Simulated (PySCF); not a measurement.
# How the method changes the shape and vibrations of ClGeH3N

All numbers below are calculated, not measured. The program is PySCF 2.14.0, an open-source quantum chemistry code, run on an isolated molecule that a program drew, which may never have been made. The molecule is ClGeH3N (charge 0, doublet), drawn as the SMILES string `[NH2][GeH][Cl]`.

The geometry was optimised and harmonic frequencies were computed with HF and MP2, all in the cc-pV(D+d)Z basis, for the commonest isotopes, with a restricted reference for singlets and an unrestricted one otherwise, and a frozen core in MP2. Germanium has the cc-pVDZ-PP basis, with a core potential (ECP10MDF) in place of its 10 inner electrons, and its 3s, 3p and 3d shells are frozen in MP2. Each result is a local minimum of its method.

Geometry at the HF minimum:
```xyz
6
ClGeH3N, angstrom
N     1.0019   -0.3662    1.9754
Ge   -0.3185    0.8455    2.3546
Cl   -2.1774   -0.1259    1.7350
H     1.9351   -0.0627    2.1992
H     0.8585   -1.2876    2.3528
H    -0.1193    2.0845    1.4599
```

Lengths of the bonds as drawn, in Å (atoms numbered as above):
```
bond,HF,MP2
N1-Ge2,1.832,1.857
Ge2-Cl3,2.187,2.184
N1-H4,1.007,1.025
N1-H5,1.006,1.024
Ge2-H6,1.541,1.551
```

Rotational constants, in GHz:
| constant | HF | MP2 |
|---|---|---|
| A | 12.54 | 12.31 |
| B | 3.428 | 3.42 |
| C | 2.753 | 2.741 |

Harmonic frequencies in cm^-1, each column in rising order, so a row needn't be the same motion in every method:
| rank | HF | MP2 |
|---|---|---|
| 1 | 141 | 136 |
| 2 | 232 | 226 |
| 3 | 408 | 411 |
| 4 | 585 | 589 |
| 5 | 652 | 618 |
| 6 | 702 | 663 |
| 7 | 733 | 709 |
| 8 | 943 | ? |
| 9 | 1686 | 1562 |
| 10 | 2139 | 2085 |
| 11 | 3730 | 3519 |
| 12 | 3829 | 3630 |

**Estimate the missing MP2 frequency from the HF column.**

A single factor s that minimises the squared misfit of MP2 against s times HF over the other rows is sum(HF x MP2) / sum(HF^2) = 0.9490, with an rms misfit of 25 cm^-1. For rank 8 it gives 0.9490 x 943 = 895 cm^-1. The calculation gives 897 cm^-1, 2 cm^-1 above the estimate. The drawn bonds are on average 1.1 % longer in MP2 than in HF.
